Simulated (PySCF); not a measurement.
The second ionisation energy along the 4d series

All values are computed (PySCF 2.14, energy differences of UHF-based or UKS calculations, no spin-orbit coupling). Values in eV. The last column holds reference values (NIST; (s) semi-empirical, (t) theoretical, else measured). Unmarked ones compare directly (S terms, centres of terms, or small fine structure); those marked * lie between the lowest fine-structure levels and include a spin-orbit shift.

| element | configurations | MP2 (valence) | SCS-MP2 (valence) | CCSD (valence) | LDA | PBE | r2SCAN | reference |
| --- | --- | --- | --- | --- | --- | --- | --- | --- |
| Zr (aug-cc-pVDZ-PP with ECP28MDF, ECP) | [Kr] 4d2 5s1 → [Kr] 4d2 | 12.442 | 12.317 | 12.518 | 13.638 | 13.385 | 13.276 | 13.13 * |
| Nb (aug-cc-pVDZ-PP with ECP28MDF, ECP) | [Kr] 4d4 → [Kr] 4d3 | 13.541 | 13.243 | 13.633 | n/a | 14.492 | n/a | 14.32 (s) * |
| Mo (aug-cc-pVDZ-PP with ECP28MDF, ECP) | [Kr] 4d5 → [Kr] 4d4 | 15.717 | 15.332 | 15.782 | 16.674 | 16.442 | 16.333 | 16.16 ± 0.12 (s) * |
| Tc (aug-cc-pVDZ-PP with ECP28MDF, ECP) | [Kr] 4d5 5s1 → [Kr] 4d5 | 14.736 | 14.389 | 14.782 | 15.910 | 15.624 | 15.582 | 15.26 (s) |
| Rh (aug-cc-pVDZ-PP with ECP28MDF, ECP) | [Kr] 4d8 → [Kr] 4d7 | 17.647 | 17.635 | 17.519 | 18.687 | 18.363 | 18.069 | 18.08 (s) * |
| Pd (aug-cc-pVDZ-PP with ECP28MDF, ECP) | [Kr] 4d9 → [Kr] 4d8 | 19.165 | 19.034 | 18.931 | 20.124 | 19.653 | 19.183 | 19.43 ± 0.12 (s) * |
| Ag (aug-cc-pVDZ-PP with ECP28MDF, ECP) | [Kr] 4d10 → [Kr] 4d9 | 21.656 | 21.457 | 21.329 | 22.183 | 21.756 | 21.542 | 21.484 * |
| Cd (aug-cc-pVDZ-PP with ECP28MDF, ECP) | [Kr] 4d10 5s1 → [Kr] 4d10 | 16.597 | 16.428 | 16.462 | 17.673 | 17.304 | 17.103 | 16.908 |

Question: Fill in the row of Ru (aug-cc-pVDZ-PP with ECP28MDF, ECP) ([Kr] 4d7 → [Kr] 4d6).

Answer: MP2 (valence) 16.145; SCS-MP2 (valence) 16.229; CCSD (valence) 16.123; LDA 17.181; PBE 16.968; r2SCAN 16.580; reference 16.76 ± 0.06 (s) * (eV).

"Valence" correlates the outer s and p shells and, in groups 3 to 12 and the f block, the outer d or f shell, open or full, or the next shell where the ion has no valence electron left; the wider scheme adds the next inner shell.
